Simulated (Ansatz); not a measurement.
`FB1CB(Cl)C1`, charge 0, multiplicity 1.

Question: Give a relaxed structure at PBE0-D4/def2-TZVP (Ansatz). (Estimate.)

Answer: Ansatz gave: 
Z-matrix (Å, degrees):
```
B
C 1 1.573
B 1 1.962 2 51.4
C 1 1.573 2 97.7 3 23.9
F 1 1.321 2 130.1 3 -140.9
H 2 1.100 1 106.8 3 -103.3
H 2 1.086 1 126.3 3 124.7
Cl 3 1.742 1 150.8 2 -105.4
H 4 1.086 1 126.3 2 -148.5
H 4 1.100 1 106.8 2 79.4
```
Point group Cs.
This is one stationary point; other conformers may exist.
